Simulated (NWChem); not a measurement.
System: CH$_{2}$NO, doublet; SMILES N[C]=O

NWChem input:

```
start job
memory heap 200 mb stack 900 mb global 1100 mb
geometry units angstroms
  N      0.095584     1.088100     0.000000
  C     -0.413907    -0.157263     0.000000
  O      0.159689    -1.214220     0.000000
  H      1.100009     1.252195     0.000000
  H     -0.518452     1.886778     0.000000
end
basis spherical
  * library def2-svp
end
dft
  odft
  mult 2
  xc becke88 lyp
  iterations 150
end
driver
  maxiter 120
end
task dft optimize
task dft freq
```

In the optimisation the excess spin sits in a' (Cs, its own frame). No stability test was run on the SCF state.

The level has its own optimisation; frequencies are unscaled.

### Question
Predict the main results of this run. (BLYP/def2-SVP, spin-unrestricted.) Quantities: r C–N (Å); r C–O (Å); highest harmonic frequency (cm⁻¹); lowest (cm⁻¹); zero-point energy (kcal/mol); dipole (D).

### Answer
- r C–N (Å) = 1.350
- r C–O (Å) = 1.209
- highest harmonic frequency (cm⁻¹) = 3580
- lowest (cm⁻¹) = 300
- zero-point energy (kcal/mol) = 19.9
- dipole (D) = 3.54
